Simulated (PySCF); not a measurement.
O₃Se, SMILES O=[Se+2]([O-])[O-]. Coordinates come from a B3LYP-D3(BJ)/def2-SVP optimisation.

TDA-M06-2X/def2-SVPD run with PySCF puts the lowest singlet excitations at 4.36, 4.58, 5.03, 5.03, 5.47, 5.47 eV.

Q: What are the lowest excitation roots from ADC(2)/aug-cc-pVDZ (PySCF)? (The exact figures need the calculation; the answer reports its results.)

A: 3.95, 4.03, 4.90, 4.90, 5.23, 5.23 eV. S1 differs by -0.42 eV (second minus first; roots are paired by order, and the bases may differ).
